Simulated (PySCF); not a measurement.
CH12N2Si3, SMILES N[SiH2]C(N)([SiH3])[SiH3].

The structure is a stationary point at PBE0-D3(BJ)/def2-SVP. A frequency run showed that this geometry is not a minimum. The structure was generated by enumeration, and PubChem lists no compound with its InChIKey, so it may never have been made. The values are those of a single conformer.

Two levels are set side by side: TDA-PBE/def2-SVPD (PySCF) and TDA-LC-ωPBE/def2-SVPD (PySCF). Vertical, same geometry. The lowest singlet is HOMO→LUMO 99 % with PBE and HOMO→LUMO 64 % with the other functional; states are paired by order. Differences are taken from unrounded values.

```
quantity                               TDA-LC-ωPBE  TDA-PBE  TDA-PBE minus TDA-LC-ωPBE
-------------------------------------  -----------  -------  -------------------------
lowest singlet excitation (eV)                6.14     4.53                      -1.61
lowest triplet excitation (TDA) (eV)          5.76     4.34                      -1.43
first bright state (f over 0.05) (eV)         7.68     5.60                      -2.08
its oscillator strength                       0.08     0.08                       0.00
```

Functionals without exact exchange tend to place singlet excitations lower, as here. Differences between two approximate levels are no errors against the true value.

Rough cost on one machine, each run with all the roots and properties that it gave: TDA-LC-ωPBE against TDA-PBE about 4 times.
